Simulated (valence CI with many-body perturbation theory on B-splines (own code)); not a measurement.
Br²⁹⁺: calculated level list

Level of theory: valence CI with perturbative core correlation (CI+MBPT): four valence electrons over a frozen Dirac-Fock core [He], radial functions for each j: 11 s, 11 p, 10 d, 8 f, 5 g, 2 h, with the one-electron correlation potential Σ1 (screened to all orders), the two-electron term Σ2, the three-electron term Σ3, Breit, model QED; selected single and double excitations, second order for the rest, scaled by the run's own slope (own B-spline code, finite nucleus).

No measured spectrum was set against this ion. As an estimate, large intervals hold to a few tenths of a per cent, small ones and those within an open d or f shell to about a per cent. Among the levels kept, up to 1100 cm⁻¹ of a level comes from second order outside the variational space, and about a tenth of that is noise between levels of different J, which matters for small intervals.

Levels 181 to 196 of 196, with energies above the lowest level, (2s^2 2p1/2^2) J=0. "Leading %" is the weight of the configuration and term that name the level; weights of strongly mixed levels are sums over their largest components and can fall short, so below about 35 % the name and the second component can differ from the true leading terms, or belong to a minority configuration. In the jj column 3d3/2^4 stands for four electrons in 3d with j = 3/2. Lifetimes count E1, E2, E3, M1 and M2 decay at the calculated energies, and are blank where another channel may lead or the interval is too uncertain; long ones can be off by a factor of two.

| No. | Configuration | Term | J | E (eV) | Leading % | Second component | Leading jj | Lifetime |
| --- | --- | --- | --- | --- | --- | --- | --- | --- |
| 181 | 2p3 3d | 5D° | 4 | 2245.4 | 57 | 28 % 2p3 3d 3F° | 2p1/2^2 2p3/2 3d5/2 (85 %) | 7.18 ps |
| 182 | 2p3 3p | 3F | 3 | 2248.0 | 55 | 23 % 2p3 3p 3D | 2p1/2 2p3/2^2 3p1/2 (87 %) | 97.0 fs |
| 183 | 2p3 3p | 3D | 2 | 2250.3 | 41 | 19 % 2p3 3p 3P | 2p1/2 2p3/2^2 3p3/2 (90 %) | 64.5 fs |
| 184 | 2p3 3d | 3D° | 2 | 2250.6 | 38 | 26 % 2p3 3d 5D° | 2p1/2^2 2p3/2 3d5/2 (86 %) | 46.4 fs |
| 185 | 2p3 3p | 1F | 3 | 2251.2 | 37 | 29 % 2p3 3p 5P | 2p1/2 2p3/2^2 3p3/2 (81 %) | 69.6 fs |
| 186 | 2p3 3p | 3P | 0 | 2254.7 | 93 | 5 % 2p3 3p 1S | 2p1/2 2p3/2^2 3p3/2 (75 %) | 55.3 fs |
| 187 | 2p3 3p | 1P | 1 | 2257.1 | 42 | 39 % 2p3 3p 3D | 2p1/2 2p3/2^2 3p3/2 (85 %) | 58.6 fs |
| 188 | 2p3 3d | 3D° | 3 | 2259.6 | 37 | 18 % 2p3 3d 3G° | 2p1/2^2 2p3/2 3d5/2 (59 %) | 19.1 fs |
| 189 | 2p3 3p | 3D | 3 | 2261.8 | 62 | 30 % 2p3 3p 1F | 2p1/2 2p3/2^2 3p3/2 (97 %) | 71.0 fs |
| 190 | 2p3 3d | 3D° | 1 | 2262.3 | 66 | 13 % 2p3 3d 1P° | 2p1/2^2 2p3/2 3d5/2 (77 %) | 23.2 fs |
| 191 | 2p3 3p | 3F | 4 | 2262.6 | 97 |  | 2p1/2 2p3/2^2 3p3/2 (97 %) | 81.2 fs |
| 192 | 2p3 3p | 3P | 2 | 2263.5 | 69 | 18 % 2p3 3p 1D | 2p1/2 2p3/2^2 3p1/2 (87 %) | 46.5 fs |
| 193 | 2p3 3p | 3P | 1 | 2271.6 | 49 | 23 % 2p3 3p 3D | 2p1/2 2p3/2^2 3p3/2 (57 %) | 64.4 fs |
| 194 | 2p3 3p | 3D | 1 | 2274.3 | 42 | 26 % 2p3 3p 1P | 2p1/2 2p3/2^2 3p1/2 (51 %) | 63.5 fs |
| 195 | 2p3 3s | 3P° | 2 | 2280.6 | 60 | 14 % 2p3 3s 3D° | 2p3/2^3 3s (91 %) | 85.5 fs |
| 196 | 2p3 3p | 1D | 2 | 2280.7 | 56 | 30 % 2p3 3p 3P | 2p1/2 2p3/2^2 3p3/2 (93 %) | 65.7 fs |
